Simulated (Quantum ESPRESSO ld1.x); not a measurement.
Question: These are the eigenvalues of the occupied orbitals of an atom or ion with whole-number occupations (eV). Method: scalar-relativistic Kohn-Sham, revPBE, spin-unpolarised, spherical densities, point nucleus; computed with ld1.x of Quantum ESPRESSO 7.5.

orbital  eigenvalue
1s         -43418.0
2s         -7033.34
2p         -6288.00
3s         -1535.91
3p         -1300.90
3d         -975.209
4s         -315.705
4p         -238.773
4d         -129.468
5s         -53.3867
5p         -34.9456
4f         -14.5105

Which element is it, and in what charge state? The configuration may be excited.

Answer: Z = 60, neodymium, charge +2: Nd2+ in [Xe] 4f4. The list shows which subshells hold electrons but not how many an open one holds; the 1s level, -1595.6 hartree, gives Z - s = 56.5 by -(Z - s)^2/2, which with screening and relativity narrows Z to a few neighbours, and the depths of the outer levels then fix element, charge and occupations together.
